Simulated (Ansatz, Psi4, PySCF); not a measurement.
Si2, triplet, geometry from GFN2-xTB. Base run: PBE/aug-cc-pVDZ run with PySCF.

Geometry (Å):
```xyz
2

Si     0.0000     0.0000    -1.0871
Si     0.0000     0.0000     1.0871
```
Charge 0, spin multiplicity 3.
Orbitals are unrestricted.
All else is at PySCF's defaults.

The same geometry, method and basis name were run in Ansatz (a first-principles code) and Psi4 and PySCF, at each program's defaults and at the settings that a row names. The base is PySCF at its defaults. Differences at the defaults can come from grids, fitting, cores and function types together. The rows with settings made alike still differ; the cause (another SCF solution, basis table, core potential or functional code) wasn't traced.

```json
[
 {"code and settings": "PySCF, defaults (exact integrals, its default grid, spherical functions)", "ΔE vs base (mEh)": "0.000", "basis functions": "54", "E (Eh)": "-578.56345", "SCF cycles": "9"},
 {"code and settings": "Psi4, defaults (density fitting with its default set, its default grid, spherical functions)", "ΔE vs base (mEh)": "0.303", "basis functions": "54", "E (Eh)": "-578.56315", "SCF cycles": "7"},
 {"code and settings": "Ansatz, defaults (factorised integrals, its default grid, spherical functions)", "ΔE vs base (mEh)": "-0.243", "basis functions": "54", "E (Eh)": "-578.56370", "SCF cycles": "-"},
 {"code and settings": "PySCF, density fitting with def2-universal-jkfit", "ΔE vs base (mEh)": "-0.041", "basis functions": "54", "E (Eh)": "-578.56350", "SCF cycles": "9"},
 {"code and settings": "PySCF, fine grid", "ΔE vs base (mEh)": "0.002", "basis functions": "54", "E (Eh)": "-578.56345", "SCF cycles": "9"},
 {"code and settings": "Psi4, exact integrals, spherical functions, fine grid", "ΔE vs base (mEh)": "0.320", "basis functions": "54", "E (Eh)": "-578.56313", "SCF cycles": "9"},
 {"code and settings": "Ansatz, high accuracy", "ΔE vs base (mEh)": "-0.242", "basis functions": "54", "E (Eh)": "-578.56370", "SCF cycles": "-"}
]
```

Open shells are given as the SCF converged; they aren't shown to be the lowest states, and a large step between rows can be another state.
